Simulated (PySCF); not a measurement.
SMILES C(CCC#N)#N (C4H4N2) (PBE0/def2-SVP optimised geometry):

```
10

N      2.159    -0.784     0.013
C      1.003    -0.788     0.000
C     -0.456    -0.788     0.000
C     -1.071     0.620     0.000
C     -0.833     1.361    -1.234
N     -0.654     1.942    -2.218
H     -0.809    -1.361    -0.872
H     -0.798    -1.327     0.898
H     -2.159     0.533     0.143
H     -0.682     1.208     0.846
```

Level of theory: PBE0/def2-TZVP in PySCF 2.14.0.

Task: What are the frontier orbital energies and the dipole moment?

Result: HOMO-2 -9.85 eV, HOMO-1 -9.79 eV, HOMO -9.71 eV, LUMO -0.27 eV, LUMO+1 0.03 eV; dipole moment 5.70 D.

On the same geometry PBE/def2-TZVP (PySCF 2.14.0) gives HOMO-2 -8.47 eV, HOMO-1 -8.42 eV, HOMO -8.37 eV, LUMO -1.19 eV, LUMO+1 -1.07 eV; dipole moment 5.57 D.

Meta-Löwdin charges at PBE0/def2-TZVP: N1 -0.20, C2 0.10, C3 -0.21, C4 -0.21, C5 0.10, N6 -0.20, H7 0.16, H8 0.16, H9 0.16, H10 0.16.
